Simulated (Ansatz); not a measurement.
The cluster K3I2, relaxed as a doublet with UKS B3LYP-D4/def2-SVP in Ansatz, starting from the GFN1-xTB geometry. Force threshold 0.02 eV/Å.

In the def2 sets I takes a core potential; there is no spin–orbit coupling. The relaxation made no stability test and no search for a lower SCF solution. Another isomer (doublet) lies 0.10 eV lower at PBE-D4/def2-SVP; other spin states weren't run for this one.

Start:

```xyz
5

K     0.0589   -1.0935    1.5878
K    -2.4238    1.6073    0.5769
K    -0.1027   -0.1395   -1.9177
I     0.7915    2.3088    0.5577
I     1.6760   -2.6832   -0.8046
```

Task: Estimate the energy that the relaxation releases and the steps that it takes.

Result: 0.44 eV, in 16 steps; 80 s on 4 threads of Arm Neoverse V2 on a shared host. The force fell under the threshold at step 5, but the optimiser went on and released 0.038 eV more. No frequencies were taken in this run, so the end may be a saddle point.

Task: Does the start keep its bonding?

Result: By distances, no bond broke or formed, bridged metal pairs apart. The bond that changes most is K3–I4, from 3.59 to 3.33 Å (atoms count from 1). Metal–metal contacts that move far: K2–K3 3.83 to 6.16 Å.

Task: Predict the relaxed structure.

Result: 
```csv
atom,x (Å),y (Å),z (Å)
K1,0.086,-1.025,1.679
K2,-2.903,1.995,1.588
K3,1.287,-0.082,-2.425
I4,0.116,1.981,-0.085
I5,1.414,-2.869,-0.757
```
Bond lengths (bridged metal pairs left out): 5 × I–K 3.25 to 3.49 Å.
